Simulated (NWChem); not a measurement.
System: C5H5F; SMILES C#CCC(=C)F

Here is an NWChem input.

```
start job
memory heap 200 mb stack 900 mb global 1100 mb
geometry units angstroms noautosym nocenter noautoz
  C      0.283646    -2.614562     0.483036
  C     -0.002018    -1.589586    -0.092652
  C     -0.352087    -0.355016    -0.789051
  C     -0.112009     0.881846     0.024185
  C     -1.007200     1.802716     0.365542
  F      1.165155     1.007519     0.388492
  H      0.538629    -3.522288     0.997972
  H      0.246793    -0.284576    -1.715525
  H     -1.408851    -0.382250    -1.095691
  H     -0.707528     2.676393     0.946475
  H     -2.050569     1.692429     0.071456
end
basis spherical
  * library 6-31g*
end
dft
  xc m06-2x
  iterations 150
end
cosmo
  dielec 37.5
end
task dft energy
```

NWChem printed, in part:

```
             Northwest Computational Chemistry Package (NWChem) 7.3.0
             --------------------------------------------------------

                             Geometry "geometry" -> ""
                             -------------------------

 Output coordinates in angstroms (scale by  1.889725989 to convert to a.u.)

  No.       Tag          Charge          X              Y              Z
 ---- ---------------- ---------- -------------- -------------- --------------
    1 C                    6.0000     0.28364600    -2.61456200     0.48303600
    2 C                    6.0000    -0.00201800    -1.58958600    -0.09265200
    3 C                    6.0000    -0.35208700    -0.35501600    -0.78905100
    4 C                    6.0000    -0.11200900     0.88184600     0.02418500
    5 C                    6.0000    -1.00720000     1.80271600     0.36554200
    6 F                    9.0000     1.16515500     1.00751900     0.38849200
    7 H                    1.0000     0.53862900    -3.52228800     0.99797200
    8 H                    1.0000     0.24679300    -0.28457600    -1.71552500
    9 H                    1.0000    -1.40885100    -0.38225000    -1.09569100
   10 H                    1.0000    -0.70752800     2.67639300     0.94647500
   11 H                    1.0000    -2.05056900     1.69242900     0.07145600

 Effective nuclear repulsion energy (a.u.)     201.7563990956

                                 NWChem DFT Module
                                 -----------------

 Summary of "ao basis" -> "ao basis" (spherical)
 ------------------------------------------------------------------------------
       Tag                 Description            Shells   Functions and Types
 ---------------- ------------------------------  ------  ---------------------
 C                           6-31g*                  6       14   3s2p1d
 F                           6-31g*                  6       14   3s2p1d
 H                           6-31g*                  2        2   2s

 in cosmo_initialize ...

 solvent parameters
 solvname_short: unkn
 solvname_long:  unknown
 dielec:       37.5000

          ---------------
          -cosmo- solvent
          ---------------
 Cosmo: York-Karplus, doi: 10.1021/jp992097l
 dielectric constant -eps-     =  37.50
 screen = (eps-1)/(eps    )    =   0.97333
 surface charge correction     = lagrangian

   van der Waals surface
 --------------------------

[...]

                                   COSMO solvation results
                                   -----------------------

                 gas phase energy =      -293.149017571397
                 sol phase energy =      -293.156847873592
 (electrostatic) solvation energy =         0.007830302195 (    4.91 kcal/mol)

                       DFT Final Molecular Orbital Analysis
                       ------------------------------------

 Vector   20  Occ=2.000000D+00  E=-3.373449D-01
              MO Center=  7.3D-02, -1.8D+00,  1.3D-01, r^2= 2.2D+00
   Bfn.  Coefficient  Atom+Function         Bfn.  Coefficient  Atom+Function
  ----- ------------  ---------------      ----- ------------  ---------------
     3      0.246400   1 C  px               17      0.241978   2 C  px
    19      0.234532   2 C  pz                5      0.232022   1 C  pz
     4      0.205899   1 C  py               18      0.178643   2 C  py
     7      0.160828   1 C  px                9      0.153497   1 C  pz
    21      0.153591   2 C  px               23      0.141620   2 C  pz

 Vector   21  Occ=2.000000D+00  E=-3.335356D-01
              MO Center=  1.0D-01, -1.9D+00,  1.1D-01, r^2= 2.1D+00
   Bfn.  Coefficient  Atom+Function         Bfn.  Coefficient  Atom+Function
  ----- ------------  ---------------      ----- ------------  ---------------
     3      0.298626   1 C  px               17      0.283077   2 C  px
     5     -0.268161   1 C  pz               19     -0.246011   2 C  pz
     7      0.200649   1 C  px               21      0.188793   2 C  px
     9     -0.168199   1 C  pz               23     -0.140373   2 C  pz
    87     -0.101792   8 H  s                88     -0.101927   8 H  s

 Vector   22  Occ=2.000000D+00  E=-3.157237D-01
              MO Center= -4.5D-01,  1.2D+00,  1.7D-01, r^2= 2.4D+00
   Bfn.  Coefficient  Atom+Function         Bfn.  Coefficient  Atom+Function
  ----- ------------  ---------------      ----- ------------  ---------------
    61      0.337309   5 C  pz               47      0.297148   4 C  pz
    65      0.274419   5 C  pz               60     -0.200256   5 C  py
    75     -0.185199   6 F  pz               22     -0.183319   2 C  py
    46     -0.182273   4 C  py               51      0.171796   4 C  pz
    64     -0.154853   5 C  py               79     -0.155303   6 F  pz

 Vector   23  Occ=0.000000D+00  E= 5.694567D-02
              MO Center= -3.8D-01,  5.9D-01,  8.0D-02, r^2= 4.1D+00
   Bfn.  Coefficient  Atom+Function         Bfn.  Coefficient  Atom+Function
  ----- ------------  ---------------      ----- ------------  ---------------
    65     -0.468964   5 C  pz               51      0.447943   4 C  pz
    47      0.380292   4 C  pz               88      0.356259   8 H  s
    61     -0.285510   5 C  pz               64      0.262073   5 C  py
    50     -0.244397   4 C  py               23      0.241783   2 C  pz
     9     -0.222802   1 C  pz                8     -0.175145   1 C  py

 Vector   24  Occ=0.000000D+00  E= 9.152929D-02
              MO Center= -1.0D-01, -1.5D+00, -4.7D-02, r^2= 3.7D+00
   Bfn.  Coefficient  Atom+Function         Bfn.  Coefficient  Atom+Function
  ----- ------------  ---------------      ----- ------------  ---------------
     7      0.604429   1 C  px               90     -0.598997   9 H  s
    21     -0.484977   2 C  px               48      0.401258   4 C  s
    17     -0.341737   2 C  px               88      0.339373   8 H  s
    22     -0.330491   2 C  py                3      0.325293   1 C  px
    35     -0.271190   3 C  px               36     -0.255577   3 C  py

[...]
```

Level: M06-2X/6-31G* (spherical d), COSMO on the gas-phase geometry. Coordinates come from a PBE0/def2-SVP optimisation. COSMO prints the solvation energy as gas minus solution, so a positive value is a stabilisation.
